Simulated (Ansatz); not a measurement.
Reaction (SMILES): CO[SiH](OC)OC + 6 [H][H] (H2) → 3 C (CH4) + 3 O (H2O) + [SiH4] (SiH4)
Each molecule is optimised on its own at B3LYP-D3(BJ)/def2-TZVP (Ansatz, a quantum-chemistry and plane-wave program), one conformer each, not searched for the lowest.
Geometry of the first species:
```xyz
17

Si    -0.0187    -0.1084    -0.2693
O     -0.3530     1.4862    -0.2867
C      0.3783     2.4604    -1.0151
O      1.4862    -0.3275     0.3154
C      2.1111    -1.5892     0.4947
O     -1.0818    -0.8616     0.7092
C     -2.4891    -0.8693     0.5251
H     -0.1143    -0.6607    -1.6410
H      0.4719     2.1842    -2.0702
H      1.3781     2.5895    -0.5942
H     -0.1596     3.4058    -0.9492
H      1.6274    -2.1510     1.2970
H      2.0797    -2.1852    -0.4230
H      3.1533    -1.4153     0.7611
H     -2.9202    -1.5653     1.2443
H     -2.9081     0.1249     0.6965
H     -2.7588    -1.1975    -0.4837
```
Charge 0, spin multiplicity 1.

Quantity: energy of full hydrogenation (electronic energy difference), in eV. Correlated levels leave the core frozen unless marked. Spin-orbit coupling is left out. No relativistic terms. Basis-set limits of correlation are two-point, X^-3; Hartree-Fock from the larger set. [CCSD(T)-MP2]/basis is that difference in the basis named.

| level | program | energy of full hydrogenation (eV) |
|---|---|---|
| HF/aug-cc-pV(T+d)Z | Ansatz | -1.57 |
| r2SCAN/def2-TZVPD | Ansatz | -1.04 |
| r2SCAN-D4/def2-TZVPD | Ansatz + dftd4 | -0.97 |
| B97M-V/def2-TZVPD | Ansatz | -1.32 |
| CAM-B3LYP/def2-TZVPD | Ansatz | -1.28 |
| SCS-MP2/cc-pV(T+d)Z | Ansatz | -0.99 |

**Question.** Estimate the value at RI-MP2/CBS(aug-cc-pV(T+d)Z,aug-cc-pV(Q+d)Z)+[CCSD(T)-MP2]/aug-cc-pV(T+d)Z as computed with Ansatz.

**Answer.** -1.21 eV
